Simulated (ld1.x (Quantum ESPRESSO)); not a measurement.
**Ranking TM potentials for C (Z = 6)**

All share these settings but for the change named:

C (Z = 6), norm-conserving Troullier–Martins (Kleinman–Bylander form), made with ld1.x (Quantum ESPRESSO) 7.5 (PBE, non-relativistic). Core [He], reference 2s2 2p2. Waves: 2p (bound): rc 2.30 bohr; 3d channel at -0.1 Ry: rc 1.75 bohr; 2s (bound): rc 0.95 bohr. Local part: the s channel. Core correction: Bessel-smoothed model core, default radius (core density twice the valence density).

Cutoff: the first of the cutoffs (Ry, on a coarse ladder) from which the occupation-weighted sum of valence levels, in a spherical-Bessel basis at the reference potential, stays within 10 and 1 mRy of its value at 400 Ry; the density cutoff is not measured.

The base gives 35 Ry.

Of 9 variants that were run, those that failed, showed a ghost or another fault, or gave nearly equal values are left out.

A variant can come out equal or close to the base.

(1) Rank these variants from softest to hardest (loose cutoff).
A. type PAW; waves now 2s (bound): rcut 0.85, rcutus 0.95 bohr; 2s channel at -0.4 Ry: rcut 0.85, rcutus 0.95 bohr; 2p (bound): rcut 2.00, rcutus 2.30 bohr; 2p channel at 0.15 Ry: rcut 2.00, rcutus 2.30 bohr; 3d channel at -0.1 Ry: rcut 1.50, rcutus 1.75 bohr; 3d channel at 1.7 Ry: rcut 1.50, rcutus 1.75 bohr; local potential all-electron potential smoothed inside 1.35 bohr (lloc = -1); augmentation BESSEL, radius 0.85 bohr
B. wave 2s (bound): rc 0.95 bohr becomes 2s (bound): rc 0.86 bohr
C. wave 3d channel at -0.1 Ry: rc 1.75 bohr becomes 3d channel at -0.16 Ry: rc 1.75 bohr

## Answers

(1) A (30 Ry), C (35 Ry), B (70 Ry).
